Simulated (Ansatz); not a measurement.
C$_{2}$H$_{7}$BZn, SMILES `C[B](C)[ZnH]`, relaxed with RKS PBE-D4/def2-SVP in Ansatz from a rough embedded geometry. The force threshold is 0.03 eV/Å; the program also tests the step.

Charge 0, multiplicity 1.

Start:

```xyz
11

C    -1.049   -0.035   -0.962
B     0.406    0.055   -0.520
C     0.795    0.971    0.685
Zn    1.171   -2.294    0.145
H    -1.172   -0.773   -1.844
H    -1.736   -0.433   -0.141
H    -1.472    0.961   -1.293
H     0.296    0.707    1.586
H     0.507    2.078    0.486
H     1.903    0.957    0.868
H     0.351   -2.196    0.990
```

```csv
step,energy (eV),largest force (eV/Å),largest move (Å)
1,-51258.3641,9.025,0.000
2,-51260.5214,3.903,0.194
3,-51261.5146,1.120,0.195
4,-51261.7734,0.539,0.195
5,-51261.9693,0.503,0.200
6,-51262.1781,0.502,0.195
7,-51262.3625,0.450,0.192
8,-51262.4998,0.355,0.199
9,-51262.6172,0.353,0.200
10,-51262.6791,0.121,0.200
11 (rejected),-51262.6756,0.364,0.156
12,-51262.6879,0.032,0.078
13,-51262.6893,0.049,0.060
14,-51262.6900,0.072,0.064
15,-51262.6906,0.031,0.010
16,-51262.6910,0.017,0.026
17,-51262.6913,0.013,0.034
```

End:

```xyz
11

C    -1.100    0.060   -1.026
B     0.113   -0.140   -0.040
C     0.781    1.114    0.640
Zn    0.700   -2.068    0.519
H    -1.205   -0.711   -1.817
H    -2.003   -0.080   -0.380
H    -1.187    1.073   -1.477
H     0.292    1.182    1.645
H     0.602    2.087    0.131
H     1.862    1.008    0.868
H     1.145   -3.524    0.937
```

Run time 18 s (4 threads of a server CPU on a shared host); peak host memory 0.19 GiB.
